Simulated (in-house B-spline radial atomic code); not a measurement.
A fraction x of an electron is removed from 4d in La²⁺, starting from [Xe] 5d1 and keeping the highest spin. Method: scalar-relativistic (X2C) BP86, spin-polarised, spherical fractional occupations, Fermi nucleus of rms radius 4.855 fm. Calculated with an all-electron radial atomic-structure program (B-spline basis).

```csv
x,E(x) - E(0) (eV),4d down level (eV)
0,0.0000,-116.499
0.08,9.3840,-118.102
0.25,29.7530,-121.541
0.37,?,?
0.38,45.7259,-124.200
0.5,60.7782,-126.675
0.57,69.6963,-128.128
0.74,91.7798,-131.684
0.76,?,?
0.96,121.2616,-136.342
1,126.7323,-137.195
```

**Question.** What belongs in the row x = 0.37?

**Answer.** An energy change of 44.4849 eV; 4d down at -123.994 eV.

**Question.** What belongs in the row x = 0.76?

**Answer.** An energy change of 94.4177 eV; 4d down at -132.105 eV.

**Question.** Check Janak's theorem between x = 0.08 and 0.25.

**Answer.** The slope of the energy is 119.82 eV; the orbital levels give 119.82 eV (-ε of the emptying orbital, averaged over the two points).
